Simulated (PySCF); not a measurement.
## Stationary points of PbS(OH)₂

Level of theory: PBE0 in PySCF with Pb def2-SVP with ECP60, S def2-SVP, O def2-SVP, H def2-SVP; scalar-relativistic core potentials, no spin–orbit coupling; density-fitted integrals.

Relaxations began from a few typed shapes. The search is not exhaustive: other isomers or separated fragments can lie lower, and high-lying points may rest on an excited occupation.

Question: Order these stationary points by electronic energy, lowest first, in kJ/mol from the lowest minimum.
A. singlet C2v: O–H 0.968 Å (×2), Pb–O 2.070 Å (×2), Pb–S 2.312 Å; H–O–Pb 108.2° (×2), O–Pb–O 94.0°, O–Pb–S 133.0° (×2)
B. singlet Cs: O–H 0.967 Å, O–H 0.970 Å, Pb–O 2.064 Å, Pb–O 2.085 Å, Pb–S 2.303 Å; H–O–Pb 105.4°, H–O–Pb 110.2°, O–Pb–O 91.7°, O–Pb–S 131.3°, O–Pb–S 137.1°

Answer: B (0.0), A (6.8).

Question: Which of them are minima?

Answer: By energy in kJ/mol, 0.0: minimum; 6.8: minimum.

For the lowest minimum: spin–orbit coupling, left out here, can matter for elements this heavy.
